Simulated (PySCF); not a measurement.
## Electronic structure of Al³⁺ (aluminium, charge +3) at the UHF level

Configuration: [Ne], closed-shell 1S. Calculation: PySCF 2.14, in aug-cc-pV(Q+d)Z with one added diffuse shell each of s, p, d, f, g type (8s7p6d4f3g, 114 functions); no relativity, point nucleus.

| Item | Value |
| --- | --- |
| Total energy | -239.999909 hartree |
| One-electron energy | -321.2254 hartree |
| Hartree (Coulomb) energy | 98.6665 hartree |
| Exchange energy | -17.4410 hartree |
| Kinetic energy | 239.86387 hartree |
| ⟨S²⟩ | 0.0000 |
| ⟨L²⟩ | 0.000 |
| Sum of ⟨r⟩ | 5.058 bohr |
| Sum of ⟨r²⟩ | 3.638 bohr² |
| Density at the nucleus (Gaussians lack the cusp) | 1380 bohr⁻³ |
| Langevin diamagnetic susceptibility | -2.88 ×10⁻⁶ cm³/mol |

| shell | electrons | mean orbital energy (eV) | rms radius, mean of both spins (bohr) |
| --- | --- | --- | --- |
| 1s | 2 | -1627.4 | 0.139 |
| 2s | 2 | -167.49 | 0.676 |
| 2p | 6 | -121.80 | 0.669 |
